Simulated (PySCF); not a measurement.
## Core-level binding energies of `C=C1C[SiH2]S1`

C3H6SSi.
Z-matrix (Å and degrees, GFN2-xTB geometry), rows numbered from 1:
```
C 
C   1  1.3188
C   2  1.5067  1  129.09
Si  3  1.9046  2   95.17  1  -179.82
S   2  1.7830  1  125.29  3  -179.93
H   1  1.0751  2  121.74  3   179.96
H   1  1.0774  2  120.94  3    -0.09
H   3  1.0909  2  111.46  1   -59.46
H   3  1.0909  2  111.37  1    59.96
H   4  1.4557  3  116.49  2   109.76
H   4  1.4558  3  116.28  2  -110.23
```

Method: PySCF, delta-SCF UKS SCAN, pcX-2 on the ionised atom, pcseg-1 elsewhere, spin-free X2C. Binding energies are ΔSCF values: E(core-ionised, relaxed orbitals) − E(ground state) at a fixed geometry, referred to the vacuum level.

Problem. What binding energy does each computed site have?

Solution. 
```tsv
atom(s)	environment	level	binding energy (eV)	2p1/2 (eV)	above the level's lowest (eV)	count
S5	sulfur bonded to C and Si	S 1s	2476.46	–	0.00	1
Si4	SiH2 silicon	Si 1s	1846.96	–	0.00	1
C2	fully substituted alkene carbon	C 1s	291.04	–	+1.54	1
C3	sp3 carbon bound to silicon	C 1s	290.53	–	+1.03	1
C1	terminal =CH2 carbon	C 1s	289.50	–	0.00	1
Si4	SiH2 silicon	Si 2p3/2	107.20	107.82	0.00	1
```

The listed C 1s values span 1.54 eV, from C1 (bonded to C (double bond) and 2 H) to C2 (bonded to S, C (double bond) and C). Summing the Pauling electronegativity differences to the bonded atoms, each weighted by its formal bond order, gives -0.70 for the lowest site and +0.03 for the highest; no listed site has a larger sum than the highest. The smallest sum, -1.35, belongs to C3, 1.03 eV above the lowest.

Problem. Which photon wavelength matches the Si 2p3/2 of Si4 threshold?

Solution. λ = hc/E = 12398.42 eV Å / 107.20 eV = 115.657 Å.

Problem. Which effective nuclear charge Zeff reproduces each element's mean 1s value in the hydrogen-like formula E = 13.606 eV × Zeff²?

Solution. C (Z = 6): mean 290.4 eV, Zeff = 4.62, Z − Zeff = 1.38; Si (Z = 14): mean 1847.0 eV, Zeff = 11.65, Z − Zeff = 2.35; S (Z = 16): mean 2476.5 eV, Zeff = 13.49, Z − Zeff = 2.51. Means run over the listed sites, weighted by atom count.

Not every level is listed. Spin contamination (⟨S²⟩ against 0.75 for a pure doublet) is marked for C 1s of C2 (0.87), which makes this value less certain. The 2p values add to the ΔSCF energy of one spin-free hole a correction within the shell (spin–orbit coupling, ligand field). 2p1/2 minus 2p3/2 (ligand field included): Si 0.62 eV. Geometry: GFN2-xTB; no solvent, vibrations or thermal averaging.
